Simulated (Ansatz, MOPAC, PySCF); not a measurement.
Dimer: SiH4 (SMILES [SiH4]) (first 5 atoms) with HI (SMILES I); geometry from B3LYP-D3(BJ)/def2-TZVP, rigid monomers moved along the line of their centres of mass till Si1···I6 is 3.69 Å.
(charge 0, multiplicity 1):
```csv
atom,x (Å),y (Å),z (Å)
Si,-0.4712,0.1245,0.0126
H,1.0052,0.1071,-0.0737
H,-0.9277,-0.9716,0.8969
H,-1.0466,-0.0714,-1.3386
H,-0.9268,1.4215,0.5584
I,0.8248,0.3731,3.4623
H,-0.0992,-0.9515,3.4505
```

Interaction energies are E(AB) − E(A) − E(B) at the monomers' geometry in the complex; basis-set methods are counterpoise corrected. Rows marked so take none.

Rows in 3-21G carry no dispersion term and start afresh at each structure; the Pople sets are all-electron and without relativity. The state that AM1, PM3 reach isn't checked.

Codes used: Ansatz (Gaussian basis) for Hartree–Fock, density functionals and correlated methods; MOPAC for AM1, PM3 (differences of heats of formation); PySCF for 3-21G rows, the dispersion terms. Each number belongs to the level named beside it. In def2 rows elements past Kr take small-core potentials, without spin–orbit coupling.

### Question
One of these levels gives -29.0 meV for the interaction energy. Which one is it?
A. B3LYP/3-21G (no counterpoise)
B. AM1
C. PBE0-D3(BJ)/def2-TZVPPD
D. PM3

### Answer
C, PBE0-D3(BJ)/def2-TZVPPD. The others give -2.7 (AM1), 120.9 (PM3), 56.8 (B3LYP/3-21G (no counterpoise))

Ansatz is an electronic-structure program.
